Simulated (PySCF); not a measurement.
NMR data simulated for an unnamed compound:

¹H NMR (500 MHz, computed): δ 5.86 (m, 1H), 5.64 (tt, J = 65.2, 4.6 Hz, 1H), 5.56 (dtq, J = 12.8, 9.2, 2.6 Hz, 1H), 2.60 (m, 2H), 1.80 (ddt, J = 8.2, 2.6, 1.2 Hz, 3H).

¹³C{¹H} NMR (computed): δ 130.7 (CH), 123.1 (CH, t, J = 5.7 Hz), 122.4 (CH, t, J = 302.5 Hz), 36.4 (CH2, t, J = 20.9 Hz), 15.8 (CH3).

- shielding tensors at KT3/pcSseg-2 (GIAO)
- coordinates at the PBE0-D3(BJ)/def2-SVP level
- spin–spin couplings from B3LYP/pcJ-1 (spin–dipole term only in couplings to heteroatoms)
- code: PySCF
- non-relativistic Hamiltonian, in vacuum, averaged over atoms made equivalent by symmetry, fast rotation or ring inversion, one computed conformer

Scale: ¹H (σref 31.35), ¹³C (σref 181.31) vs TMS (reference shieldings calculated alike).

**Question.** Which of these does the molecule contain: an amide, a non-aromatic C=C double bond, a Si–H bond, a ketone?

**Answer.** 
- An amide: no.
- A non-aromatic C=C double bond: yes.
- A Si–H bond: no.
- A ketone: no.

The data belong to SMILES C(C/C=C\C)(F)F, C$_{5}$H$_{8}$F$_{2}$; they needn't prove each group on their own.

Carbon signals by region: 3 in the sp2 and nitrile region (100–160 ppm), 2 below 50 ppm.

C–F couplings over four or more bonds (about 3 Hz to the para carbon of a fluoroarene) are left out. Common functionals overestimate the size of one-bond C–F couplings by tens of Hz; these are unscaled. Multiplet labels drop couplings under 1 Hz and merge nearly equal ones. Unscaled 3J(H,H) at this level run about 10 % above measured values. Shifts are as computed, not scaled to solution data. Of 1211 compounds with measured shifts, 218 miss one by over three times the rms of a fit or turn the order of signals round; such compounds aren't used in these exercises. Couplings across =CH–CH2 type bonds come from one rotamer and its mirror image, and can be 1–2 Hz further off. Vicinal H,H couplings across rotating CH2–CH2 and CH–CH2 bonds are estimated from the computed gauche and anti values for equal rotamer populations, (2 J gauche + J anti)/3. Vicinal couplings across rotatable single bonds and in flexible rings belong to the one computed conformer; a conformer average would change them.
